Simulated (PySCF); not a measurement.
# Levels of Nd³¹⁺ from EOM-EA-GCCSD

Reference: closed-shell Nd³²⁺, [Ar] 3d10; one electron is added. Calculated with PySCF 2.14, two-component X2C-1e with screened spin-orbit coupling, an even-tempered Gaussian basis (19 s from 1.9 bohr⁻², ratio 2.6; 15 p from 2.4 bohr⁻², ratio 2.6; 10 d from 2.4 bohr⁻², ratio 2.6; 6 f from 2.5 bohr⁻², ratio 2.8); frozen [Ar]; the 100 highest virtual spinors dropped; of the others 70 kept and the rest restored at second order. No Breit or QED terms. Binding energies in eV.

```
level  Koopmans  second order  EOM-CCSD
4s1/2    1236.8        1238.1    1238.1
4p1/2    1170.8        1172.1    1172.1
4p3/2    1137.0        1138.1    1138.1
```

Electric-dipole lines between these computed levels:

```csv
lower,upper,ΔE (eV),vacuum wavelength (nm)
4s1/2,4p1/2,66.007,18.78
4s1/2,4p3/2,99.952,12.40
```

For comparison, the ionisation energy of Nd³¹⁺ is 1238.42 ± 0.17 eV (semi-empirical (NIST evaluation); NIST Atomic Spectra Database, ionization energies).
